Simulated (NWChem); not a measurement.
System: Si2H3Cl2F; SMILES F[SiH2][SiH](Cl)Cl

The following NWChem deck was run.

```
start job
memory heap 200 mb stack 900 mb global 1100 mb
geometry units angstroms noautosym nocenter noautoz
  Si     0.398801    -1.755630    -0.460692
  F     -0.544182    -2.860570     0.254813
  Si    -0.006185     0.357605     0.484669
  Cl     1.327608     1.676876    -0.420582
  Cl    -1.956526     0.974742     0.125497
  H      0.094997    -1.711484    -1.912893
  H      1.822059    -2.117373    -0.232307
  H      0.212104     0.459138     1.946496
end
basis spherical
  * library def2-svp
end
dft
  xc b3lyp
  iterations 150
  mulliken
end
task dft energy
esp
  recalculate
  probe 0.07
  range 0.3
  factor 1.0
  spacing 0.02
end
task esp
```

Parts of the log:

```
             Northwest Computational Chemistry Package (NWChem) 7.3.0
             --------------------------------------------------------

                             Geometry "geometry" -> ""
                             -------------------------

 Output coordinates in angstroms (scale by  1.889725989 to convert to a.u.)

  No.       Tag          Charge          X              Y              Z
 ---- ---------------- ---------- -------------- -------------- --------------
    1 Si                  14.0000     0.39880100    -1.75563000    -0.46069200
    2 F                    9.0000    -0.54418200    -2.86057000     0.25481300
    3 Si                  14.0000    -0.00618500     0.35760500     0.48466900
    4 Cl                  17.0000     1.32760800     1.67687600    -0.42058200
    5 Cl                  17.0000    -1.95652600     0.97474200     0.12549700
    6 H                    1.0000     0.09499700    -1.71148400    -1.91289300
    7 H                    1.0000     1.82205900    -2.11737300    -0.23230700
    8 H                    1.0000     0.21210400     0.45913800     1.94649600

 Effective nuclear repulsion energy (a.u.)     420.1999561023

                                 NWChem DFT Module
                                 -----------------

 Summary of "ao basis" -> "ao basis" (spherical)
 ------------------------------------------------------------------------------
       Tag                 Description            Shells   Functions and Types
 ---------------- ------------------------------  ------  ---------------------
 Si                         def2-svp                 8       18   4s3p1d
 F                          def2-svp                 6       14   3s2p1d
 Cl                         def2-svp                 8       18   4s3p1d
 H                          def2-svp                 3        5   2s1p

            General Information
            -------------------
          SCF calculation type: DFT
          Wavefunction type:  closed shell.
          No. of atoms     :     8
          No. of electrons :    74
           Alpha electrons :    37
            Beta electrons :    37
          Charge           :     0
          Spin multiplicity:     1
          Use of symmetry is: off; symmetry adaption is: off
          Maximum number of iterations: 150
          AO basis - number of functions:   101
                     number of shells:    47
          Convergence on energy requested:  1.00D-06
          Convergence on density requested:  1.00D-05
          Convergence on gradient requested:  5.00D-04

              XC Information
              --------------
                         B3LYP Method XC Potential
                     Hartree-Fock (Exact) Exchange  0.200
                        Slater Exchange Functional  0.800 local
                    Becke 1988 Exchange Functional  0.720 non-local
              Lee-Yang-Parr Correlation Functional  0.810
                  VWN I RPA Correlation Functional  0.190 local

             Grid Information
             ----------------
          Grid used for XC integration:  medium
          Radial quadrature: Mura-Knowles
          Angular quadrature: Lebedev.
          Tag              B.-S. Rad. Rad. Pts. Rad. Cut. Ang. Pts.
          ---              ---------- --------- --------- ---------
          Si                  1.10       88          10.0       590
          F                   0.50       49          12.0       434
          Cl                  1.00       88          12.0       590
          H                   0.35       45          11.0       434
          Grid pruning is: on
          Number of quadrature shells:   536
          Spatial weights used:  Erf1

      Superposition of Atomic Density Guess
      -------------------------------------

 Sum of atomic energies:       -1596.91447546

      Non-variational initial energy
      ------------------------------

 Total energy =   -1597.982664
 1-e energy   =   -3049.933937
 2-e energy   =    1031.751317
 HOMO         =      -0.296102
 LUMO         =       0.014300

     ---------------------------------------------
      Total Density - Mulliken Population Analysis
     ---------------------------------------------

    Atom       Charge   Shell Charges
 -----------   ------   -------------------------------------------------------
    1 Si  14    13.20   2.00  1.99  0.98  0.26  5.94  0.99  0.87  0.17
    2 F    9     9.58   1.99  1.14  0.78  3.52  2.13  0.00
    3 Si  14    13.10   2.00  1.99  1.00  0.18  5.93  0.92  0.89  0.19
    4 Cl  17    17.42   2.00  1.99  1.22  0.72  5.94  2.16  3.37  0.01
    5 Cl  17    17.43   2.00  1.99  1.22  0.72  5.94  2.16  3.37  0.01
    6 H    1     1.09   0.70  0.38  0.01
    7 H    1     1.09   0.70  0.38  0.01
    8 H    1     1.09   0.71  0.37  0.01

   convergence    iter        energy       DeltaE   RMS-Dens  Diis-err
 ---------------- ----- ----------------- --------- --------- ---------
 d= 0,ls=0.0,diis     1  -1600.5913341994 -2.02D+03  1.70D-02  8.21D-01
 d= 0,ls=0.0,diis     2  -1600.5228482337  6.85D-02  9.58D-03  1.50D+00
 d= 0,ls=0.0,diis     3  -1600.6874005428 -1.65D-01  1.43D-03  3.86D-02
 d= 0,ls=0.0,diis     4  -1600.6897277446 -2.33D-03  7.34D-04  6.24D-03
 d= 0,ls=0.0,diis     5  -1600.6905079836 -7.80D-04  1.68D-04  3.15D-04
  Resetting Diis
 d= 0,ls=0.0,diis     6  -1600.6905461378 -3.82D-05  2.68D-05  4.94D-06
 d= 0,ls=0.0,diis     7  -1600.6905468413 -7.03D-07  8.30D-06  1.95D-07

         Total DFT energy =    -1600.690546841283
      One electron energy =    -3051.681432595872
           Coulomb energy =     1140.885485422436
    Exchange-Corr. energy =     -110.094555770187
 Nuclear repulsion energy =      420.199956102339

 Numeric. integr. density =       73.999996609787

                       DFT Final Molecular Orbital Analysis
                       ------------------------------------

 Vector   35  Occ=2.000000D+00  E=-3.379413D-01
              MO Center= -2.8D-01,  1.1D+00,  3.3D-02, r^2= 4.3D+00
   Bfn.  Coefficient  Atom+Function         Bfn.  Coefficient  Atom+Function
  ----- ------------  ---------------      ----- ------------  ---------------
    81      0.381562  5 Cl pz                78      0.289189  5 Cl pz
    63      0.285630  4 Cl pz                62     -0.257040  4 Cl py
    60      0.214872  4 Cl pz                59     -0.181713  4 Cl py
    80     -0.176910  5 Cl py                75      0.167643  5 Cl pz
    61      0.164099  4 Cl px                97     -0.164654  8 H  s

 Vector   36  Occ=2.000000D+00  E=-3.279791D-01
              MO Center= -4.0D-01,  1.2D+00, -9.9D-02, r^2= 4.1D+00
   Bfn.  Coefficient  Atom+Function         Bfn.  Coefficient  Atom+Function
  ----- ------------  ---------------      ----- ------------  ---------------
    61      0.405593  4 Cl px                80      0.316828  5 Cl py
    58      0.304200  4 Cl px                79      0.253200  5 Cl px
    81     -0.242436  5 Cl pz                77      0.241001  5 Cl py
    76      0.188497  5 Cl px                78     -0.184216  5 Cl pz
    55      0.175871  4 Cl px                62     -0.149473  4 Cl py

 Vector   37  Occ=2.000000D+00  E=-2.955711D-01
              MO Center= -6.7D-04, -6.1D-03,  6.6D-02, r^2= 4.8D+00
   Bfn.  Coefficient  Atom+Function         Bfn.  Coefficient  Atom+Function
  ----- ------------  ---------------      ----- ------------  ---------------
    62      0.260852  4 Cl py                80      0.252623  5 Cl py
    81      0.208690  5 Cl pz                 9      0.205976  1 Si py
    41     -0.192463  3 Si py                97     -0.189705  8 H  s
    59      0.179840  4 Cl py                77      0.179723  5 Cl py
    63      0.177979  4 Cl pz                98     -0.163528  8 H  s

[...]

                     NWChem Electrostatic Potential Fit Module
                     -----------------------------------------

 Atom parameters

 Number of atoms is                                    8
 Number of basis functions is                        101

 Grid parameters

 Maximum number of grid points is                  41941
 Number of grid points is                          41940
 Grid range                                     0.300000 nm
 Grid spacing                                   0.020000 nm
 Probe radius                                   0.070000 nm
 Atom radius factor                             1.000000

 Atomic radii

    1    0.100000
    9    0.128000
   14    0.187000
   17    0.169000
 FASTESP  F
  using M.O. file = ./job.movecs

    Atom              Coordinates                           Charge

                                                  ESP

    1 Si    0.039880   -0.175563   -0.046069    0.574976
    2 F    -0.054418   -0.286057    0.025481   -0.284186
    3 Si   -0.000619    0.035761    0.048467    0.319645
    4 Cl    0.132761    0.167688   -0.042058   -0.181363
    5 Cl   -0.195653    0.097474    0.012550   -0.161594
    6 H     0.009500   -0.171148   -0.191289   -0.107921
    7 H     0.182206   -0.211737   -0.023231   -0.114375
    8 H     0.021210    0.045914    0.194650   -0.045182
                                            ------------
                                                0.000000

 Dipole moment                                  0.506397

 Quadrupole moment Qxx                         -0.181889
                   Qyy                         -9.794298
                   Qzz                          9.976187

 RMS deviation kJ/mol                           0.059267

 RRMS %                                        34.279512
```

Level: B3LYP/def2-SVP. Structure relaxed at the B3LYP/6-31G* (spherical d) level.
